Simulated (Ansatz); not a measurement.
```xyz
2

C    -0.0126    0.0195   -1.1607
S    -0.0179    0.0360    0.4485
```

Basis set: 6-31G (spherical functions). Frozen core: 6 orbitals. Charge 0, multiplicity 1.

Computed with Ansatz (development build ahead of 0.2.0); each method stands on the lowest determinant of its kind that the runs found. Restricted open shells among the atoms or ions are ROHF, correlated in semicanonical orbitals with singles.

The atomization energy at this shape (free ground-state atoms in the same class of orbitals less the molecule, no zero-point energy) of singlet CS:

| method | atomization energy |
| --- | --- |
| RHF-MP2 | 127.03 kcal/mol |

Q: What does RHF give?

A: 57.11 kcal/mol.

This basis has no polarisation functions and is too small for such energies, which can lie far from measured ones in either direction.
